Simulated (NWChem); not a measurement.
CuH2O2, doublet; SMILES [OH][Cu][OH]

```xyz
5

Cu     0.0000     0.0000    -0.0079
O     -1.7464     0.0000    -0.0813
H     -2.2107     0.0000     0.7642
O      1.7464     0.0000    -0.0813
H      2.2107     0.0000     0.7642
```
Atoms are numbered in this order, from 1.

Computed with NWChem. Spin-unrestricted. In the optimisation the excess spin sits in a2 (C2v, its own frame). Coordinates come from a PBE0/def2-SVP, spin-unrestricted optimisation. This spin state was assumed; another may lie lower. No stability test was run on the SCF state.

Q: Estimate the computed values for TPSS/cc-pVDZ. Quantities: highest occupied level (eV); lowest empty minus highest occupied level, either spin (eV); dipole (D); <S²>.

A: 
| Property | Value |
|---|---|
| highest occupied level (eV) | -6.33 |
| lowest empty minus highest occupied level, either spin (eV) | 1.19 |
| dipole (D) | 2.43 |
| <S²> | 0.754 |
